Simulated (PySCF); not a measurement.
Shapes and spin states of KO2

Method: PBE0 in PySCF with K def2-TZVP, O def2-TZVP; no relativity; density-fitted integrals.

Relaxations began from a few typed shapes and spin states; open shells are unrestricted. The search is not exhaustive: other isomers or separated fragments can lie lower, and high-lying points may rest on an excited occupation.

(1) Order these stationary points by electronic energy, lowest first, in kJ/mol from the lowest minimum.
A. quartet D∞h: K–O 2.578 Å (×2); O–K–O 180.0°
B. doublet C2v: K–O 2.420 Å (×2), O–O 1.323 Å; K–O–O 74.1° (×2), O–K–O 31.7°
C. quartet Cs: O–O 1.193 Å; 

(2) Which of them are minima?

Results:

(1) B (0.0), C (140.4), A (342.6).

(2) By energy in kJ/mol, 0.0: minimum; 140.4: not settled, its softest mode being under 30 cm⁻¹; 342.6: not settled, its softest mode being under 30 cm⁻¹.

The electron or spin density has lower symmetry than the nuclear frame for the quartet D∞h at 342.6 kJ/mol.
